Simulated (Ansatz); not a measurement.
Species: C4H3ClO, charge 0, multiplicity 1. 
Structure (B3LYP-D3(BJ)/def2-TZVP (Ansatz, a program for electronic structure) minimum search):
```
C
C 1 1.3561
O 2 1.3611 1 109.26
C 3 1.3607 2 107.38 1 0.00
C 4 1.3547 3 110.63 2 0.00
H 2 1.0742 1 133.42 5 180.00
H 4 1.0752 5 133.28 1 180.00
H 5 1.0758 4 127.64 7 0.00
Cl 1 1.7206 2 126.48 6 0.00
```

Property: atomisation energy (electronic, to ground-state atoms), in eV. Valence correlation only, unless marked. Open shells are spin-unrestricted. Spin-orbit coupling is left out. No relativistic terms. The coupled-cluster limit lacks core correlation, which all-electron functionals hold. CBS marks a two-point X^-3 extrapolation of the correlation energy; Hartree-Fock from the larger set.

| level | program | atomisation energy (eV) |
|---|---|---|
| r2SCAN/def2-TZVPD | Ansatz | 42.43 |
| r2SCAN0-D4/def2-TZVPD | Ansatz + dftd4 | 41.48 |

**Question.** Predict the CCSD(T)/CBS(aug-cc-pV(T+d)Z,aug-cc-pV(Q+d)Z) result (Ansatz).

**Answer.** 41.98 eV
